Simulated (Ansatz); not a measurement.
`[CH3][InH][SeH]`. The species carries charge 0 and has multiplicity 1. In: def2 effective core potential. The structure was optimised at the PBE0-D4/def2-TZVP level. It is one conformer, not always the lowest.

```xyz
8

C     0.030    0.850    0.966
In   -0.839   -0.504   -0.450
Se    0.772   -1.666   -1.999
H    -0.700    1.177    1.706
H     0.865    0.362    1.470
H     0.413    1.722    0.433
H    -2.477   -0.941   -0.723
H     1.937   -1.000   -1.403
```

Problem. What is the dipole moment at B3LYP/def2-TZVPP? (An estimate is asked.)

Solution. The calculation gave: 2.18 D, with components (-0.34, 1.40, 1.63) D in this frame, pointing from negative to positive charge.

Problem. And with PBE, r2SCAN, ωB97M-V? (Estimate.)

Solution. Ansatz gave: PBE 2.09 D, r2SCAN 2.24 D, ωB97M-V 2.26 D.

Problem. Give the Mulliken charges with B3LYP, ωB97M-V, PBE in def2-TZVPP. (Estimate.)

Solution. Computed: 
```
atom  B3LYP  ωB97M-V    PBE
  C1  -0.56    -0.61  -0.55
 In2   0.64     0.56   0.60
 Se3  -0.34    -0.34  -0.34
  H4   0.12     0.14   0.12
  H5   0.11     0.13   0.12
  H6   0.11     0.13   0.12
  H7  -0.14    -0.09  -0.12
  H8   0.05     0.07   0.06
```

B3LYP here is the variant with VWN-RPA as its local correlation; programs differ in this.
